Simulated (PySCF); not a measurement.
## Exercise with solution: oscillator strength and radiative lifetime

dimethylsilyl(trimethyl)silane (C5H16Si2), SMILES C[SiH](C)[Si](C)(C)C.

Geometry optimised at B3LYP-D3(BJ)/def2-SVP. One conformer was computed; it need not be the lowest.

TDDFT-B3LYP/def2-SVP in PySCF puts the first singlet state with f over 0.02 at 6.81 eV (vertical), with the transition dipole (0.060, 0.155, 0.382) in atomic units.

**Question.** Find the oscillator strength, the wavelength and the radiative lifetime that this transition would have in vacuum if emission retraced absorption.

**Answer.** 
|μ|² = 0.1735 au, so |μ| = 1.06 D. ΔE = 6.81/27.211 = 0.2503 hartree. f = (2/3) ΔE |μ|² = 0.029 (the program prints 0.029).
λ = 1239.84/6.81 = 182 nm; ν = 54926 cm⁻¹.
Einstein's coefficient A = 0.6670 ν² f s⁻¹ (ν in cm⁻¹) = 5.8e7 s⁻¹, so τ = 1/A = 17 ns. This state is S1. The figure is the radiative limit of this one transition; relaxation, internal conversion, crossing to triplets and a medium change what is measured.
